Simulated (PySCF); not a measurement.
**A small calculation by hand: refractive index and permittivity of the vapour**

C3H4BFO, SMILES FB(C=C=C)O.

Geometry optimised at B3LYP-D3(BJ)/def2-SVP. This is a generated structure with no PubChem entry under its InChIKey; it may be hypothetical. Other conformers were not sampled.

PySCF with PBE/def2-TZVP gives a mean static polarisability of 57.2 bohr³ and a dipole moment of 2.62 D. Take an ideal gas at 298.15 K and 1 bar, whether or not the substance is that volatile.

Q: Work out n − 1 in the optical limit and the static ε − 1.

A: 
Polarisability volume α' = 57.2 × 0.148185 = 8.48 Å³. Number density N = p/kT = 2.43e-5 Å⁻³.
Dilute limit of Lorentz–Lorenz: n − 1 = 2π N α' = 0.0013.
Orientation term of Debye: μ²/(3kT) = 8.098 Å³ × μ²(D²) = 55.59 Å³.
ε − 1 = 4π N (α' + μ²/3kT) = 0.020. Orientation of the dipole supplies 87 % of the static response; it can't follow optical fields. Vibrational polarisation and dispersion are left out.
